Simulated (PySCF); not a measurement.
Compound: C3H11B2N.
Z-matrix (Å and degrees, GFN2-xTB geometry), rows numbered from 1:
```
C 
B   1  1.5815
N   2  1.4094  1  120.22
B   3  1.4202  2  130.87  1  -179.82
C   4  1.5865  3  119.00  2   179.42
C   4  1.5840  3  121.13  2    -0.42
H   1  1.0891  2  110.95  3  -124.55
H   1  1.0896  2  110.54  3   118.40
H   1  1.0888  2  114.03  3    -2.84
H   2  1.1709  1  120.33  3  -179.80
H   3  1.0135  2  114.77  1     0.02
H   5  1.0890  4  110.92  3   123.11
H   5  1.0888  4  114.04  3     1.57
H   5  1.0893  4  110.62  3  -119.74
H   6  1.0879  4  111.09  3    59.07
H   6  1.0879  4  111.13  3   -58.94
H   6  1.0871  4  112.91  3  -179.91
```

A PySCF run (density fitting, gas phase, GFN2-xTB geometry) gave HOMO -9.78 eV, LUMO 0.22 eV, dipole 0.83 D and E = -225.379 Eh.

Task: Which of these levels was it?
A. PBE0/pcSseg-1
B. mPW1PW91/3-21G
C. BHandHLYP/6-31++G**
D. wB97X-D/def2-SVPD

Result: C. It is BHandHLYP/6-31++G**. All candidates on this geometry:

```csv
level and settings,kind,basis functions,SCF cycles,E (Eh),HOMO (eV),LUMO (eV),dipole (D)
PBE0/pcSseg-1,global hybrid,157,12,-225.1763,-8.52,-0.56,0.89
"mPW1PW91/3-21G, grid level 4",global hybrid,76,12,-224.2192,-8.35,-0.22,1.07
"BHandHLYP/6-31++G**, fitting basis def2-universal-jkfit",global hybrid,174,9,-225.3790,-9.78,0.22,0.83
wB97X-D/def2-SVPD,range-separated hybrid,208,12,-225.2744,-10.43,1.34,0.90
```

The nearest other candidate, by the summed differences of HOMO and LUMO, is wB97X-D/def2-SVPD: its HOMO differs by -0.65 eV and its LUMO by +1.12 eV. wB97X-D ran without the empirical dispersion term, which would shift the total energy alone. Cycle counts include a coarse-grid stage where the run had one. All basis functions are spherical, in the Pople sets too.
